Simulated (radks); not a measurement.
Species: Pm IV. Configuration: [Xe] 4f4.

All-electron calculation, scalar-relativistic Kohn-Sham, BLYP, spin-unpolarised, spherical densities, finite nucleus; Fermi nuclear charge, rms radius 4.962 fm. Program: a radial shooting solver on a logarithmic mesh with Libxc functionals.

Energy parts (hartree):
| part | energy |
|---|---|
| total | -10019.2903 |
| kinetic | 10685.9803 |
| electron-nucleus | -24295.3922 |
| Hartree | 3818.5569 |
| exchange-correlation | -228.4353 |

Orbitals (lengths in bohr, moments of r in powers of bohr; <r^-3> diverges for s and p1/2):
\begin{tabular}{lrrrrr}
orbital & occ. & eigenvalue (hartree) & <1/r> & <r> & <r^-3> \\ \hline
1s & 2 & -1655.698 & 67.42 & 0.02318 & - \\
2s & 2 & -270.1588 & 15.59 & 0.09896 & - \\
2p & 6 & -241.4100 & 14.67 & 0.08710 & 9579 \\
3s & 2 & -59.81766 & 5.694 & 0.2606 & - \\
3p & 6 & -50.78980 & 5.374 & 0.2588 & 1965 \\
3d & 10 & -38.40530 & 5.101 & 0.2363 & 267.6 \\
4s & 2 & -12.79916 & 2.391 & 0.5920 & - \\
4p & 6 & -9.83082 & 2.203 & 0.6264 & 432.8 \\
4d & 10 & -5.63584 & 1.933 & 0.6849 & 48.93 \\
4f & 4 & -1.15667 & 1.390 & 0.9381 & 6.156 \\
5s & 2 & -2.53845 & 0.9433 & 1.405 & - \\
5p & 6 & -1.79461 & 0.8085 & 1.616 & 63.89 \\
5d & 0 & -0.89203 & 0.5645 & 2.264 & 4.145 \\
6s & 0 & -0.80774 & 0.3951 & 3.238 & - \\
\end{tabular}

The highest occupied level is 4f at -31.475 eV. The electron density at the nucleus is 5.14e+05 e/bohr^3 (large components only). For comparison, the ionisation energy in NIST's Atomic Spectra Database is 41.2 eV (semi-empirical). In exact Kohn-Sham theory the highest level is minus the ionisation energy, but local and semilocal functionals leave it too shallow, through self-interaction and a potential that decays too fast; potentials with the right tail come closer. Summed over all electrons, <r^2> = 36.91 bohr^2, which gives a Langevin (diamagnetic) susceptibility term of -29.2 x 10^-6 cm^3/mol. The density falls to 0.001 e/bohr^3 at r = 3.36 bohr.

Run on one thread of a shared host, so times are rough (Intel(R) Xeon(R) Platinum 8259CL CPU @ 2.50GHz): 0.22 s of CPU time, 0.22 s wall, 15 iterations on 2259 mesh points.

Beside tabulated values, note that spin-unpolarised runs miss the spin-polarisation part of the exchange energy of open shells.
